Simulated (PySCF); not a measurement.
Work out the structure from these simulated measurements.

Formula: Cl3HSi.

| Item | Value |
| --- | --- |
| Polarisability | 63.3 au [CAM-B3LYP/def2-SVPD] |
| Triplet | lowest triplet excitation (Tamm–Dancoff): 7.64 eV [TDA CAM-B3LYP/def2-SVPD] |
| Dipole | 0.85 D [CAM-B3LYP/def2-SVPD] |
| XPS | Si2p3/2 109.6, Cl2p3/2 206.8 (×3), Si1s 1849.7, Cl1s 2829.4 (×3) eV [ΔSCF SCAN, pcX-2 on the ionised atom, pcseg-1 elsewhere, spin-free X2C, 2p3/2 from a spin–orbit splitting computed afterwards within the 2p shell] |
| UV, first state | lowest singlet excitation: 8.10 eV (153 nm, f = 0.000) [TDDFT CAM-B3LYP/def2-SVPD] |
| Rotational structure | rotational constants A, B, C: 2.498, 2.496, 1.339 GHz [GFN2-xTB] |

Electronic properties: PySCF, gas phase, density fitting. Levels stand in brackets. Geometry: GFN2-xTB; no solvent, vibrations or thermal averaging.

Task: Propose a structure and show how it fits.

Result: Numbering: `[Cl:1][SiH:2]([Cl:3])[Cl:4]`. Its formula, Cl3HSi, gives 0 degrees of unsaturation, so no ring and no π bond. The core levels belong to: Si2p3/2 109.6 eV, chlorine-bound silicon [Si2]; Cl2p3/2 206.8 eV, silicon-bound chlorine [Cl1/Cl3/Cl4]; Si1s 1849.7 eV, chlorine-bound silicon [Si2]; Cl1s 2829.4 eV, silicon-bound chlorine [Cl1/Cl3/Cl4]. The optimised geometry has point group C3v and is an oblate symmetric top (the spread among constants that symmetry makes equal is optimisation noise). Structure: `Cl[SiH](Cl)Cl` (HSiCl3). The assignments are read from this structure; whether some other isomer fits the data as well wasn't checked.
